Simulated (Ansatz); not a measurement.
Computed with Ansatz on PBE0-D4/def2-TZVP structures; ΔE is electronic, products minus reactants. CCSD(T)/CBS is the MP2 limit (def2-TZVPP, def2-QZVPP) plus CCSD(T) − MP2 in def2-TZVPP, frozen cores. This one scheme is used for every species. DFT in def2-TZVPP.

Reaction (formal exchange of groups at the Al–Cl bond): `[Cl][Al]1[CH2][SiH2]1` + CH₄ → `[CH3][Al]1[CH2][SiH2]1` + HCl

| level | ΔE (kcal/mol) |
| --- | --- |
| LDA (SPW92) | 36.2 |
| MP2/def2-TZVPP | 39.7 |

(1) What does CCSD(T)/CBS give? (An estimate is asked.)

Largest T1 diagnostic among the species: 0.012.

Answers

(1) The calculation gave: +39.1 kcal/mol. The listed levels differ from it by -2.9, 0.6 kcal/mol.

Leaving LDA and LC-ωPBE aside and taking each functional with its dispersion term where it has one, the values, not all of them listed here, spread over 3.2 kcal/mol, from revPBE-D4 to BHLYP-D4. LDA lies −1.6 kcal/mol from PBE without D4. From PBE to PBE0 (25 % exact exchange), in def2-TZVPP and without D4, ΔE moves by +0.7 kcal/mol.
